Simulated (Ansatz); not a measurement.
Ansatz (a first-principles code) input (PBE0/LANL2DZ): The .json file is the Basis Set Exchange's LANL2DZ.

Ansatz 0.2 input:
```yaml
crystal:
  periodic: [false, false, false]
  atoms:
    - {symbol: Tc, position_ang: [0.00000000, 0.00000000, 0.00000000]}
basis:
  gaussian:
    orbitals: LANL2DZ.json
hamiltonian:
  xc: {name: PBE0}
magnetization: {spin_polarized: true, initial_magnetization: 5}
scf: {lower_state_search: full}
```

### Question
What final total energy does it give?

### Answer
-79.92831 Eh.
